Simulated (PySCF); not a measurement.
Delta-SCF ions had no search for a lower state. Excitations are Tamm–Dancoff values on a coarser integration grid. The basis has no diffuse functions, so Rydberg states are missing or too high.

**B₂O₂, SMILES `O1B2OB12` (charge 0, multiplicity 1)**

Computed with M06-2X/def2-TZVP // B3LYP-D3(BJ)/def2-TZVP in PySCF.

HOMO: -8.04 eV
dipole moment: 0.00 D
HOMO–LUMO gap: 5.43 eV
LUMO: -2.60 eV
S1 excitation (TDA): 4.85 eV
S1 oscillator strength: 0.000
brightest of the four lowest singlets (TDA): 5.46 eV
T1 excitation (TDA): 0.83 eV
S1–T1 gap (TDA): 4.02 eV
vertical ionisation energy (Delta-SCF): 9.32 eV
total energy: -200.1519 Ha
cost: roughly 3 core-minutes

```xyz
4

O      1.0882     0.0392     0.0175
B     -0.0039    -0.8055    -0.1402
O     -1.0882    -0.0392     0.2700
B      0.0039     0.8056     0.4277
```
